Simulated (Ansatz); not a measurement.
`OCS` + `BS` → `BSCS` + H₂O  (substitution at a C–O bond)

Calculated with Ansatz (gas phase, PBE0-D4/def2-TZVP geometries, no zero-point term in ΔE). CBS: MP2 limit from def2 TZ/QZ plus the TZ coupled-cluster correction, frozen cores. This one scheme is used for every species. Functionals use def2-TZVPP. Each species was taken in one conformer, which may not be the lowest.

```json
{"level": "r2SCAN-D4", "ΔE (kJ/mol)": "-40.9"}
{"level": "r2SCAN0-D4", "ΔE (kJ/mol)": "-41.0"}
{"level": "BHLYP-D4", "ΔE (kJ/mol)": "-37.4"}
{"level": "ωB97X-V", "ΔE (kJ/mol)": "-35.8"}
{"level": "B2PLYP", "ΔE (kJ/mol)": "-38.2"}
{"level": "PBE-QIDH", "ΔE (kJ/mol)": "-43.6"}
{"level": "r2SCANh", "ΔE (kJ/mol)": "-39.4"}
{"level": "LC-ωPBE", "ΔE (kJ/mol)": "-35.8"}
```

What does CCSD(T)/CBS give? (Estimate.)

Ansatz gave: -48.5 kJ/mol. The listed levels differ from it by 7.6, 7.5, 11.1, 12.7, 10.3, 4.9, 9.1, 12.7 kJ/mol.

Largest T1 diagnostic among the species: 0.015.

In def2-TZVPP, CCSD(T) changes the Hartree–Fock value by −21.1 kJ/mol (the triples alone add −3.9 kJ/mol) and MP2 by −30.8 kJ/mol. At CCSD(T), def2-SVP lies +26.6 kJ/mol from the extrapolated value and def2-TZVPP +6.8 kJ/mol. The D4 term adds −8.8 kJ/mol with B3LYP and −4.8 kJ/mol with PBE0; it sums over pairs of atoms, weighted by their polarisabilities, and B3LYP, whose exchange is more repulsive, gets the larger term.

B3LYP here is the variant with VWN-RPA as its local correlation; programs differ in this.
